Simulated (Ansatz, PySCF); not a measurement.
Process, species as SMILES: CCN [ethanamine] -> [CH2]C + [NH2] (NH2) (the C-N bond at the site shown breaks; other sites are not compared here)
Geometries: B3LYP-D3(BJ)/def2-TZVP minima from Ansatz (a first-principles code), one conformer each, not searched for the lowest.

Property: bond dissociation energy (0 K, with B3LYP-D3(BJ) harmonic zero-point energies from PySCF), in eV. Valence correlation only, unless marked. Open shells are spin-unrestricted. Spin-orbit coupling is left out. Non-relativistic. CBS marks a two-point X^-3 extrapolation of the correlation energy; Hartree-Fock from the larger set. [CCSD(T)-MP2]/basis is that difference in the basis named.

```
level          program  bond dissociation energy (eV)
-------------  -------  -----------------------------
RI-HF/cc-pVQZ   Ansatz                           2.06
```

Question: Estimate the value at RI-MP2/CBS(aug-cc-pVTZ,aug-cc-pVQZ)+[CCSD(T)-MP2]/aug-cc-pVTZ as computed with Ansatz.

Answer: 3.61 eV, so RI-HF/cc-pVQZ differs from it by -1.55 eV.
